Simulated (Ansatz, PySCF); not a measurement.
Reaction (SMILES): BN (BNH4) → BN (BNH4) as doublet, charge +1 + e-
Geometries: B3LYP-D3(BJ)/def2-TZVP minima from Ansatz (a program for electronic structure), one conformer each, not searched for the lowest. A spin state is the lowest found, not a proven ground state.
Geometry of the first species:
```xyz
6

B     -0.7766     0.0323    -0.0041
N      0.6098    -0.0254     0.0032
H     -1.3984    -0.9854    -0.0254
H     -1.3119     1.0982     0.0110
H      1.1972     0.7922     0.0209
H      1.1274    -0.8889    -0.0085
```
Charge 0, spin multiplicity 1.

Wanted: adiabatic ionisation energy (0 K, with B3LYP-D3(BJ) harmonic zero-point energies from PySCF), in eV. Correlated levels leave the core frozen unless marked. Open shells are spin-unrestricted. No spin-orbit coupling. Non-relativistic. Basis-set limits of correlation are two-point, X^-3; Hartree-Fock from the larger set. The bracket is a focal-point correction in the basis named.

RI-MP2/CBS(aug-cc-pVTZ,aug-cc-pVQZ)+[CCSD(T)-MP2]/aug-cc-pVTZ (Ansatz) gives 10.62 eV.

Another calculation gave 10.14 eV. Which level was it?
(A) LC-wPBE/def2-TZVPD (Ansatz)
(B) HF/def2-TZVPD (PySCF)
(C) PBE0/def2-TZVPD (Ansatz)
(D) BLYP/def2-TZVPD (Ansatz)

D, BLYP/def2-TZVPD (Ansatz). The others give 10.50 (LC-wPBE), 10.29 (PBE0), 9.10 (HF) eV.
